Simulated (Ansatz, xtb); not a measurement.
**Two isomers of C5H3F3O**

Structure a is `FC(F)(F)c1ccoc1`, a singlet and structure b is `Fc1ccc(C(F)F)o1`, a singlet. Both are isolated molecules in the gas phase, relaxed with PBE-D3(BJ)/def2-SVP; the shapes shown needn't be the lowest conformers.

a (Å):

```yaml
atoms:
  - { symbol: C, position_ang: [-1.2732, -0.4916, 1.1934] }
  - { symbol: C, position_ang: [-0.0438, -0.0083, 0.4977] }
  - { symbol: C, position_ang: [1.2682, -0.5955, 0.5492] }
  - { symbol: C, position_ang: [2.0572, 0.1985, -0.2446] }
  - { symbol: C, position_ang: [0.0533, 1.0929, -0.3226] }
  - { symbol: F, position_ang: [-1.1112, -0.5130, 2.5398] }
  - { symbol: F, position_ang: [-1.5958, -1.7551, 0.8206] }
  - { symbol: F, position_ang: [-2.3379, 0.3009, 0.9210] }
  - { symbol: O, position_ang: [1.3255, 1.2228, -0.7756] }
  - { symbol: H, position_ang: [1.5729, -1.4881, 1.1053] }
  - { symbol: H, position_ang: [3.1151, 0.1717, -0.5241] }
  - { symbol: H, position_ang: [-0.6706, 1.8417, -0.6571] }
```

b (Å):

```xyz
12

C    -2.2943   -2.1531    1.0153
C    -2.1869   -0.7886    0.9094
C    -0.9100   -0.5748    0.2844
C    -0.3618   -1.8168    0.0711
C     0.9022   -2.2747   -0.5732
F    -3.2352   -2.9305    1.5071
F     0.6675   -2.7729   -1.8322
F     1.7418   -1.2050   -0.6938
O    -1.2175   -2.7979    0.5245
H    -2.9205   -0.0473    1.2389
H    -0.4451    0.3821    0.0257
H     1.4119   -3.0787    0.0079
```

**Question.** Estimate E(b) − E(a) at the level CCSD(T)/def2-SVP + ΔMP2/def2-TZVPP.

**Answer.** Calculated at CCSD(T)/def2-SVP + ΔMP2/def2-TZVPP: E(b) − E(a) = +15.3 kcal/mol, so structure a lies lower.

How the difference moves with the method:

```
                             level             geometry  E(b) − E(a) (kcal/mol)  departure from the last row (kcal/mol)  job, with rough time for the two
                          GFN2-xTB             GFN2-xTB                      +7.0                                    −8.2              optimisation, 0.12 s
                         HF/STO-3G             GFN2-xTB                      +6.1                                    −9.2               single point, 0.4 s
                r2SCAN-D4/def2-SVP             GFN2-xTB                     +16.0                                    +0.7               single point, 3.6 s
               PBE-D3(BJ)/def2-SVP  PBE-D3(BJ)/def2-SVP                     +14.8                                    −0.5                optimisation, 60 s
                       HF/def2-SVP  PBE-D3(BJ)/def2-SVP                     +16.2                                    +1.0           part of the CCSD(T) run
                      MP2/def2-SVP  PBE-D3(BJ)/def2-SVP                     +18.0                                    +2.7           part of the CCSD(T) run
                  CCSD(T)/def2-SVP  PBE-D3(BJ)/def2-SVP                     +17.3                                    +2.1                      single point
CCSD(T)/def2-SVP + ΔMP2/def2-TZVPP  PBE-D3(BJ)/def2-SVP                     +15.3                                                     single point, 1.8 min
```

As drawn, both hold the same kinds of bond in the same numbers.

The levels shown agree on the order. The largest departure from CCSD(T)/def2-SVP + ΔMP2/def2-TZVPP is that of HF/STO-3G, 9.2 kcal/mol. The last row adds to CCSD(T) the change of the MP2 difference between the two basis sets, here −2.1 kcal/mol.

With thermal terms from frequencies at re-optimised GFN2-xTB minima (ideal gas, soft modes damped towards free rotors, one conformer each, 298.15 K, 1 atm): the zero-point term adds +0.1 kcal/mol; ΔH is +15.5 and ΔG +15.3 kcal/mol.

The correlated steps freeze 9 core orbitals. Codes used: Ansatz 0.2.0, xtb 6.7.1; the last row on 4 threads of Arm Neoverse V1 on a shared host.
